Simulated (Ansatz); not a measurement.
A run for Ansatz (an electronic-structure program): R-PBE0/def2-TZVPP on AsO+, 2S+1 = 1, a spin state set in the input, which need not be the lowest. Charge +1.

Ansatz 0.2 input:
```yaml
crystal:
  periodic: [false, false, false]
  atoms:
    - {symbol: O, position_ang: [0.00000000, 0.00000000, 0.00000000]}
    - {symbol: As, position_ang: [0.00000000, 0.00000000, 1.75800000]}
basis:
  gaussian:
    orbitals: def2-TZVPP
hamiltonian:
  xc: {name: PBE0}
total_charge: 1
relax: {f_tol: 0.002, max_steps: 120}
```

It printed:

```
WARN ansatz: RAYON_NUM_THREADS=1 ignored (pool sized by the plan → 1); use --threads N
Functional definition: PBE0
integrals: 0.02 GiB planned
574 factors; their error is unknown
mean field: 0.18 GiB planned
mean field evaluation 1: about -62836.9349 eV, gradient 1.2e2 eV
mean field evaluation 2: about -62645.1387 eV, gradient 2.2e2 eV
mean field evaluation 4: about -62867.4612 eV, gradient 2.6e1 eV
mean field evaluation 8: about -62868.5845 eV, gradient 4.9e-1 eV
mean field evaluation 16: about -62868.8437 eV, gradient 1.5e-3 eV
mean field -62868.84371951 eV, -2310.3873926593 hartree, gradient 4.4e-5 eV, S^2 0.000000; 0 other end points of the search recorded, 0 dependent functions left out
the calculation of the forces begins
reference -62868.84373656 eV, -2310.3873932859 hartree; 20, 20 occupied and 59, 59 virtual orbitals, 574 factors
relax step   1: F+E_penalty+E_count = -62868.84371951 eV  Δ(F+E_penalty+E_count) = +0.000e0 eV  max|allowed force component| = 7.898e0 eV/Å  Δτ_max = 0.0000 Å  (30 SCF iters, accepted)
these checks for a lower state are left out or cut short: starts, cluster_reference, orbital_swaps, neighbouring_geometries, increment
integrals: 0.02 GiB planned
574 factors; their error is unknown
mean field: 0.19 GiB planned
mean field -62869.73694648 eV, -2310.4202181448 hartree, gradient 2.3e-5 eV, S^2 0.000000; 0 other end points of the search recorded, 0 dependent functions left out
the calculation of the forces begins
reference -62869.73696263 eV, -2310.4202187383 hartree; 20, 20 occupied and 59, 59 virtual orbitals, 574 factors
relax step   2: F+E_penalty+E_count = -62869.73694648 eV  Δ(F+E_penalty+E_count) = -8.932e-1 eV  max|allowed force component| = 2.691e0 eV/Å  Δτ_max = 0.0779 Å  (36 SCF iters, accepted)
these checks for a lower state are left out or cut short: starts, cluster_reference, orbital_swaps, neighbouring_geometries, increment
integrals: 0.02 GiB planned
574 factors; their error is unknown
mean field: 0.19 GiB planned
mean field evaluation 32: about -62869.7875 eV, gradient 4.1e-1 eV
mean field -62869.78761739 eV, -2310.4220802664 hartree, gradient 3.4e-6 eV, S^2 0.000000; 0 other end points of the search recorded, 0 dependent functions left out
the calculation of the forces begins
reference -62869.78763325 eV, -2310.4220808493 hartree; 20, 20 occupied and 59, 59 virtual orbitals, 574 factors
relax step   3: F+E_penalty+E_count = -62869.78761739 eV  Δ(F+E_penalty+E_count) = -5.067e-2 eV  max|allowed force component| = 1.339e0 eV/Å  Δτ_max = 0.0317 Å  (30 SCF iters, accepted)
these checks for a lower state are left out or cut short: starts, cluster_reference, orbital_swaps, neighbouring_geometries, increment
integrals: 0.02 GiB planned
574 factors; their error is unknown
mean field: 0.19 GiB planned
mean field -62869.79982785 eV, -2310.4225289926 hartree, gradient 2.0e-5 eV, S^2 0.000000; 0 other end points of the search recorded, 0 dependent functions left out
the calculation of the forces begins
reference -62869.79984378 eV, -2310.4225295781 hartree; 20, 20 occupied and 59, 59 virtual orbitals, 574 factors
relax step   4: F+E_penalty+E_count = -62869.79982785 eV  Δ(F+E_penalty+E_count) = -1.221e-2 eV  max|allowed force component| = 4.401e-2 eV/Å  Δτ_max = 0.0090 Å  (29 SCF iters, accepted)
these checks for a lower state are left out or cut short: starts, cluster_reference, orbital_swaps, neighbouring_geometries, increment
integrals: 0.02 GiB planned
574 factors; their error is unknown
mean field: 0.19 GiB planned
mean field -62869.79983831 eV, -2310.4225293770 hartree, gradient 1.5e-5 eV, S^2 0.000000; 0 other end points of the search recorded, 0 dependent functions left out
the calculation of the forces begins
reference -62869.79985425 eV, -2310.4225299626 hartree; 20, 20 occupied and 59, 59 virtual orbitals, 574 factors
relax step   5: F+E_penalty+E_count = -62869.79983831 eV  Δ(F+E_penalty+E_count) = -1.046e-5 eV  max|allowed force component| = 2.244e-2 eV/Å  Δτ_max = 0.0005 Å  (30 SCF iters, accepted)
these checks for a lower state are left out or cut short: starts, cluster_reference, orbital_swaps, neighbouring_geometries, increment
integrals: 0.02 GiB planned
574 factors; their error is unknown
mean field: 0.19 GiB planned
mean field -62869.79984200 eV, -2310.4225295127 hartree, gradient 1.5e-5 eV, S^2 0.000000; 0 other end points of the search recorded, 0 dependent functions left out
the calculation of the forces begins
reference -62869.79985794 eV, -2310.4225300983 hartree; 20, 20 occupied and 59, 59 virtual orbitals, 574 factors
relax step   6: F+E_penalty+E_count = -62869.79984200 eV  Δ(F+E_penalty+E_count) = -3.692e-6 eV  max|allowed force component| = 8.982e-6 eV/Å  Δτ_max = 0.0002 Å  (30 SCF iters, accepted)
integrals: 0.02 GiB planned
574 factors; their error is unknown
mean field: 0.19 GiB planned
mean field evaluation 64: about -62869.7997 eV, gradient 4.1e-1 eV
mean field -62869.79984200 eV, -2310.4225295127 hartree, gradient 1.5e-5 eV, S^2 0.000000; 1 other end points of the search recorded, 0 dependent functions left out
the calculation of the forces begins
reference -62869.79985794 eV, -2310.4225300983 hartree; 20, 20 occupied and 59, 59 virtual orbitals, 574 factors
Total energy: -62869.79985794 eV, -2310.4225300983 hartree
Atom 0 at     0.000000    -0.000000     0.100323 Å, force     0.000000     0.000000     0.000009 eV/Å
Atom 1 at    -0.000000     0.000000     1.657677 Å, force    -0.000000    -0.000000    -0.000009 eV/Å
Dipole moment:    -0.000000    -0.000000     0.612578 e Å
```

Self-consistency was reached.

Cost: very roughly 5 core-seconds.
